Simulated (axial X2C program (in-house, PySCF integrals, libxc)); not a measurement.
# Outer orbitals of RuSe⁺ at 2.259 Å, HF

Calculated with an in-house all-electron X2C program for linear molecules (integrals from PySCF). Spin-free means the one-electron spin-free X2C Hamiltonian; two-component (2c) means X2C with spin–orbit coupling and atomic mean-field two-electron Coulomb and Gaunt terms, so the difference of the two also holds small scalar two-electron terms. Basis: Ru dyall-cv3z [12s12p8d5f3g], Se dyall-cv3z [8s9p6d4f1g] (cores contracted in-house); Gaussian nuclei, density fitting, unrestricted open shells. Masses: Ru 101.904 u, Se 79.917 u.

The distance is close to the 2c PBE0 minimum; the highest filled and lowest empty levels are listed.

Spin-free orbitals, state M_S = 5/2, Λ = 0 (beyond evenly filled blocks: σα, π+α, π-α, δ+α, δ-α) (Löwdin shares):

```
symmetry  occupied  ε (eV)              atomic character
      σα       yes  -31.76  72% Se s, 10% Ru d, 10% Ru p
      σβ       yes  -27.42  69% Se s, 10% Ru p, 10% Ru d
     δ-α       yes  -20.18                     100% Ru d
     δ+α       yes  -20.18                     100% Ru d
      σα       yes  -19.93   75% Ru d, 20% Se p, 3% Se s
     π+α       yes  -19.87            77% Ru d, 21% Se p
     π-α       yes  -19.87            77% Ru d, 21% Se p
      σβ       yes  -16.60   76% Se p, 10% Ru d, 6% Ru s
     π-α       yes  -16.47   64% Se p, 26% Ru d, 4% Ru p
     π+α       yes  -16.47   64% Se p, 26% Ru d, 4% Ru p
     π-β       yes  -15.99   86% Ru d, 10% Se p, 2% Se d
     π+β       yes  -15.99   86% Ru d, 10% Se p, 2% Se d
      σα       yes  -15.68  59% Se p, 22% Ru s, 14% Ru d
     π-β        no   -5.23  62% Se p, 20% Ru p, 13% Ru d
     π+β        no   -5.23  62% Se p, 20% Ru p, 13% Ru d
      σα        no   -4.95   58% Ru s, 30% Ru p, 6% Se p
      σβ        no   -4.61   76% Ru s, 14% Ru p, 6% Ru d
```

Spinors with spin–orbit coupling (state Ω = 5/2):

```
   ω  occupied  ε (eV)              atomic character     λ mixture
 1/2       yes  -31.74  72% Se s, 10% Ru d, 10% Ru p        100% σ
-1/2       yes  -27.45  69% Se s, 10% Ru p, 10% Ru d        100% σ
-3/2       yes  -20.31                     100% Ru d        100% δ
 5/2       yes  -19.99                     100% Ru d        100% δ
-1/2       yes  -19.96            76% Ru d, 22% Se p        100% π
 1/2       yes  -19.94   75% Ru d, 20% Se p, 3% Se s        100% σ
 3/2       yes  -19.79            78% Ru d, 20% Se p   99% π, 1% δ
-1/2       yes  -16.78   71% Se p, 18% Ru d, 3% Ru p  53% σ, 47% π
-1/2       yes  -16.45   69% Se p, 18% Ru d, 4% Ru p  53% π, 47% σ
 3/2       yes  -16.33   65% Se p, 25% Ru d, 4% Ru p   99% π, 1% δ
 1/2       yes  -16.12            77% Ru d, 18% Se p   91% π, 9% σ
-3/2       yes  -15.98   86% Ru d, 10% Se p, 2% Se d        100% π
 1/2       yes  -15.65  52% Se p, 22% Ru d, 22% Ru s  90% σ, 10% π
 1/2        no   -5.32  62% Se p, 19% Ru p, 14% Ru d   99% π, 1% σ
-3/2        no   -5.16  62% Se p, 20% Ru p, 13% Ru d        100% π
 1/2        no   -4.93   58% Ru s, 31% Ru p, 6% Se p        100% σ
-1/2        no   -4.60   76% Ru s, 14% Ru p, 6% Ru d        100% σ
```

(1) How does the gap between the highest filled and lowest empty level change from the spin-free to the 2c table?

Mulliken charges and populations of the two-component result (they depend on the basis, above all on diffuse functions):

Ru 0.69 e (s 8.37 p 18.15 d 16.77 f 0.02), Se 0.31 e (s 7.92 p 15.69 d 10.06 f 0.01). ⟨Lz⟩ = 0.03 ħ and ⟨Sz⟩ = 2.47 ħ (1.58 and 0.90 on the two atoms), which add up to Ω.

The state is a single determinant with fixed occupations, the lowest that a limited PBE0 search found. PBE0 can misorder states that lie within some tenths of an eV, so this need not be the ground state of the molecule. The nearest other spin-free determinant of the search, M_S = 3/2, Λ = 1, lies 0.52 eV up at the distance of the search. With several unpaired electrons one determinant need not be a pure state. This is the top spin component of a Σ state; components of lower Ω are not single determinants and can lie lower.

Results:

(1) From 10.45 to 10.33 eV at HF, a change of -0.12 eV.
